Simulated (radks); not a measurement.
The numbers below are computed, except where a source is named.
Spherical quantum dot in the effective-mass picture: electrons in a well V = -V0 / (1 + exp((r - R)/a)) with V0 = 7.36, R = 8.42, a = 0.6, with a point charge +2 (a donor) at the centre, all in effective atomic units (hartree* = m*/eps^2 hartree, bohr* = eps/m* bohr), one dielectric constant everywhere. Level of theory: non-relativistic Kohn-Sham, PBE, spin-polarised, spherical densities (a radial shooting solver with Libxc functionals). Levels are named by radial order and angular momentum (1s, 1p, 1d, 2s, ...), and open shells are averaged over m.

N = 16, configuration 1s2 1p6 1d(up 5, down 1) 2s2. This is the lowest configuration that the search found. Occupied and some empty levels:

level,occupation,eigenvalue (hartree*),<r> (bohr*)
1s down,1,-5.2231,0.9911
1s up,1,-5.2226,0.9956
2s up,1,-4.9667,5.232
2s down,1,-4.9399,5.201
1p up,3,-4.9311,5.326
1p down,3,-4.9039,5.291
1d up,5,-4.8530,5.500
1d down,1,-4.8245,5.479
1f up,0,-4.7462,5.652
1f down,0,-4.7168,5.639
1g up,0,-4.6135,5.790
1g down,0,-4.5834,5.783
2p up,0,-4.5142,4.065
2p down,0,-4.5005,4.023

Energy (hartree*): total -102.030, kinetic 5.6320, external -127.98, Hartree 24.220, exchange-correlation -3.9008.

Electron density:

r (bohr*),n(r) (e/bohr*^3)
0.206,1.628
0.981,0.1036
1.76,0.01057
2.53,0.003702
3.31,0.005820
4.08,0.01031
4.86,0.01447
5.63,0.01400
6.41,0.007495
7.18,0.001629
7.96,0.0001079
8.73,1.866e-06
9.51,1.225e-08
